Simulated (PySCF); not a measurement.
diantimony (Sb2), SMILES [Sb]#[Sb].

Geometry: B3LYP-D3(BJ)/def2-TZVP. The def2 effective core potentials stand for the cores of Sb; spin–orbit coupling is left out.

Two levels are set side by side: PBE/def2-TZVPD (PySCF) and r2SCAN/def2-TZVPD (PySCF). Same geometry, gas phase. Differences are taken from unrounded values.

```
quantity                     r2SCAN    PBE  PBE minus r2SCAN
---------------------------  ------  -----  ----------------
orbital gap (eV)               2.54   2.31             -0.23
highest occupied level (eV)   -6.03  -5.79              0.24
lowest empty level (eV)       -3.49  -3.47              0.01
mean polarisability (bohr³)    94.3   96.4               2.0
```

Rough cost on one machine, each run with all the roots and properties that it gave: r2SCAN against PBE about 3 times.
